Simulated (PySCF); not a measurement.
Dipole response of Li (lithium, neutral)

[He] 2s1, 2S determinant. All numbers are calculated (PySCF 2.14, the spin-free X2C one-electron Hamiltonian (Gaussian nucleus), in x2c-QZVPPall with one added diffuse shell each of s, p type (7s5p2d1f, 39 functions)). Coupled (time-dependent) response in atomic units; α is the mean over directions.

| method | mean α (bohr³) | C₆ (like pair) | S(−4) |
| --- | --- | --- | --- |
| UHF | 169.8 | 1474 | 37150 |
| PBE | 143.0 | 1140 | 26470 |
| PBE0 | 147.5 | 1194 | 28130 |
| BHandHLYP | 146.9 | 1178 | 28300 |
| BP86 | 146.6 | 1182 | 27830 |

S(−4) is the Cauchy moment in α(ω) = α(0) + S(−4) ω² + …

Reference α: 164.1 bohr³ (recommended; Schwerdtfeger and Nagle, table of static dipole polarizabilities (2023 update)). Published C₆: 1392 (Chu and Dalgarno (2004); Tang, Norbeck and Certain (1976)).

α(iu) at BHandHLYP:

```tsv
u (hartree)	α(iu) (bohr³)
0	146.9
0.0500	99.31
0.100	50.84
0.200	17.78
0.300	8.823
0.500	3.567
0.750	1.756
1.00	1.083
1.50	0.5678
2.00	0.3665
3.00	0.1977
5.00	0.08599
```

A single London oscillator, α(iu) = α/(1 + u²/ω²), gives C₆ = (3/4) ω α². Matching the computed C₆ needs ω = 4 × 1178 / (3 × 146.9²) = 0.0728 hartree.
